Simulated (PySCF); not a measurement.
Stepwise substitution at one centre (Ga F-SiH3). Gas-phase values, no solvent. Strings in code marks are SMILES.

Quantity: redistribution energy (mixed species minus the weighted end members), in kcal/mol.

Level 1: PBE-D3(BJ)/def2-TZVP // r2SCAN-D4/def2-TZVP (PySCF)
Level 2: PBE/6-31G* // r2SCAN-D4/def2-TZVP (PySCF)
Level 3: SVWN5/6-31G* // r2SCAN-D4/def2-TZVP (PySCF)
Level 4: HF/6-31G* // r2SCAN-D4/def2-TZVP (PySCF)

| species | level 2 | level 3 | level 4 |
|---|---|---|---|
| 2 of 3 F replaced by SiH3: `[SiH3][Ga]([F])[SiH3]` | -7.69 | -7.42 | -5.56 |
| 1 of 3 F replaced by SiH3: `[F][Ga]([F])[SiH3]` | -11.3 | -11.5 | -9.12 |

Problem. What does level 1 give for each?

Solution. 
- 2 of 3 F replaced by SiH3: `[SiH3][Ga]([F])[SiH3]`: -5.34
- 1 of 3 F replaced by SiH3: `[F][Ga]([F])[SiH3]`: -9.35
